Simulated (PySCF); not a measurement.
Below is a simulated gas-phase C 1s photoelectron spectrum of 1,1-dibromoethane, `BrC(C)Br`.

Every computed line was given a Gaussian of 0.8 eV full width at half maximum and an area set by the number of equivalent atoms; the highest printed point is 100. Level of theory: delta-SCF UKS SCAN, pcX-2 on the ionised atom, pcseg-1 elsewhere, spin-free X2C in PySCF 2.14.0.

(binding energy (eV), intensity): (290.3, 0), (290.4, 1), (290.5, 2), (290.6, 4), (290.7, 8), (290.8, 14), (290.9, 25), (291.0, 39), (291.1, 55), (291.2, 73), (291.3, 88), (291.4, 98), (291.5, 100), (291.6, 93), (291.7, 79), (291.8, 62), (291.9, 45), (292.0, 30), (292.1, 18), (292.2, 11), (292.3, 8), (292.4, 9), (292.5, 13), (292.6, 21), (292.7, 34), (292.8, 50), (292.9, 68), (293.0, 84), (293.1, 96), (293.2, 100), (293.3, 96), (293.4, 84), (293.5, 68), (293.6, 50), (293.7, 34), (293.8, 21), (293.9, 12), (294.0, 6), (294.1, 3), (294.2, 1), (294.3, 1), (294.4, 0)

Question: Count the maxima, the lines and the sites behind this envelope.

Answer: The curve has 2 maxima (at 291.5 and 293.2 eV). Under it lie 2 lines from 2 inequivalent carbon sites.

Question: Decompose the envelope and assign each component. Numbering: `[CH3:1][CH:2]([Br:3])[Br:4]`.

Answer: 
```csv
position (eV),relative area,line,atoms,environment
291.47,1,C 1s,C1,methyl carbon
293.20,1,C 1s,C2,sp3 C–Br carbon
```

Question: What are the centre and the root-mean-square width of the whole band?

Answer: The area-weighted mean of the lines is 292.33 eV. Their own spread about it is 0.87 eV (rms) and each Gaussian has σ = 0.8/2.355 = 0.34 eV; the variances add, which gives 0.93 eV.

Question: Above which line width would these two lines show one maximum?

Answer: Two equal Gaussians merge once their distance is under 2σ = FWHM/1.177. With 1.73 eV between them that is a full width over 2.04 eV.

Lowest listed C 1s: C1, bonded to C and 3 H. Highest, 1.73 eV above it: C2, bonded to 2 Br, C and H. Summing the Pauling electronegativity differences to the bonded atoms, each weighted by its formal bond order, gives -1.05 for the lowest site and +0.47 for the highest.

Shake-up satellites, vibrational structure and lifetime widths aren't simulated. Isolated species at its PBE0-D3(BJ)/def2-SVP geometry, gas phase.
